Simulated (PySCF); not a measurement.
Unknown compound

An unknown has the formula C5H8F2. Its calculated NMR data are:

$^{1}$H NMR (400 MHz, computed): δ 6.63 (m, 1H), 5.86 (m, 1H), 1.98 (s, 3H), 1.94 (s, 3H).

$^{13}$C{$^{1}$H} NMR (computed): δ 153.1 (C), 129.5 (CH), 119.4 (CH), 29.4 (CH3), 19.0 (CH3).

A single conformation, one averaged value for each set of equivalent atoms, no relativistic terms, gas phase. GFN2-xTB structure; PBE0/pcSseg-1 with gauge-including orbitals; PySCF 2.14.

References, each an isolated molecule treated in the same way: TMS for $^{1}$H, $^{13}$C.

**Question.** Which of these isomers gave the spectra?
A. CC(C)C=C(F)F
B. C/C=C\CC(F)F
C. CC(C)=CC(F)F

**Answer.** C. 

- Rings plus π bonds: 1 (no ring in the answer).
- 5 carbon signals for 5 carbons: no two carbons are equivalent.
- Carbon types of the structure: 1 × C, 2 × CH, 2 × CH3, which accounts for all hydrogens.
- δC 153.1: fully substituted alkene carbon; an sp2 carbon of a C=C bond.
- δC 129.5: alkene CH; as expected for a trigonal carbon in a double bond.
- δC 119.4: allylic sp3 CH bonded to 2 F; 2 electronegative neighbours deshield it.
- δH 5.86: hydrogen on an alkene CH; olefinic region.
- δH 1.98, 1.94: hydrogen on an allylic methyl carbon; allylic position.

The others: C/C=C\CC(F)F would give 5 signals for carbon-bound and other non-exchanging H, not 4; CC(C)C=C(F)F would give 4 carbon signals, not 5.

Splittings by $^{19}$F in the carbon and heteronuclear signals aren't shown, as no couplings were computed. Shifts are as computed. Against solution values, carbons near 30 ppm lie about +3 ppm off and those near 130 ppm about +5 ppm. Of 1211 compounds with measured shifts, 218 miss one by over three times the rms of a fit or turn the order of signals round; such compounds aren't used in these exercises. Multiplicities follow the n + 1 count of equivalent neighbours, as no J values were calculated; m marks all less simple cases, F and P coupling included.
